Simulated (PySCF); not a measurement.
C6H12N2.
Numbering: `[CH3:1][CH:2]([CH3:3])[C@@H:4]1[CH:5]=[N:6][NH:7][CH2:8]1`

Cartesian coordinates in Å at the GFN2-xTB level; atoms count from 1:
```
atom  x, y, z in Å
C1    -2.0000   -0.9818    0.1111
C2    -0.7944   -0.3305   -0.5630
C3    -1.0078    1.1757   -0.6892
C4     0.4988   -0.6623    0.2085
C5     0.6337    0.1214    1.4955
N6     1.6015    0.9431    1.4989
N7     2.2285    0.9358    0.2989
C8     1.7848   -0.2056   -0.5084
H9    -1.8624   -2.0578    0.1959
H10   -2.9005   -0.7979   -0.4705
H11   -2.1492   -0.5731    1.1073
H12   -0.6928   -0.7573   -1.5685
H13   -0.1536    1.6558   -1.1592
H14   -1.8905    1.3793   -1.2913
H15   -1.1485    1.6226    0.2924
H16    0.5088   -1.7393    0.4043
H17   -0.0263    0.0353    2.3364
H18    3.2184    1.1261    0.3554
H19    1.6046    0.1206   -1.5347
H20    2.5417   -0.9996   -0.5229
```

Definitions: NICS(0) = −σiso at the ring centroid; NICS(1) = −σiso and NICS(1)zz = −σzz at ±1 Å along the ring normal z. Level: GIAO PBE0/pcSseg-1 (PySCF, non-relativistic, gas phase) on the GFN2-xTB geometry, one conformer.

Ring bond lengths (Å), with Mayer bond orders in brackets: C4–C5 1.513 (0.96), C5–N6 1.270 (1.83), N6–N7 1.354 (1.10), N7–C8 1.467 (0.90), C8–C4 1.541 (1.00).

Question: What do the NICS probes read (ppm)?

Answer: 
```
          ring                                                       type  NICS(0)  NICS(1), two faces  NICS(1)zz, two faces  rms pucker (Å)  centre to ring atoms, mean (Å)
C4–C5–N6–N7–C8  5-membered ring with 2 N; formal bonds 1 double, 4 single     -3.6         -3.1 / -3.5           -5.6 / -7.3            0.07                            1.21
```

Question: What can be read from them?

Answer: 
- C4–C5–N6–N7–C8: mean NICS(1)zz -6.4 ppm, shielded. C4, C8 have four or more neighbours, and the NICS criterion for π rings isn't applied.

Question: List the ring angles and the Hirshfeld charges of the ring atoms.

Answer: 
- C4–C5–N6–N7–C8: C4 99.7° (-0.030 e), C5 113.9° (-0.010 e), N6 110.3° (-0.125 e), N7 110.6° (-0.101 e), C8 103.1° (-0.027 e); sum 537.6° against 540° for a flat convex ring.

Question: What are the shieldings of the ring atoms and their hydrogens in the same run (means over atoms taken as equivalent)?

Answer: 
```csv
atoms,environment,σ isotropic (ppm),"principal values of the symmetric part, first atom (ppm)"
C4,sp3 CH carbon,131.5,"113.2, 137.7, 143.5"
C5,C=N carbon,48.6,"-53.5, 80.6, 118.6"
N6,C=N nitrogen,-130.0,"-454.2, -105.4, 169.5"
N7,"nitrogen bonded to C, N and H",118.7,"42.5, 93.2, 220.4"
C8,sp3 carbon bound to nitrogen,132.0,"102.9, 130.7, 162.5"
H16,methine hydrogen,28.72,"24.3, 28.6, 33.3"
H17,hydrogen on a C=N carbon,25.42,"23.4, 24.9, 28.0"
H18,N–H hydrogen,26.88,"20.2, 27.1, 33.4"
H19,methylene hydrogen,28.41,"25.4, 28.0, 31.8"
H20,methylene hydrogen,28.01,"22.4, 27.2, 34.3"
```
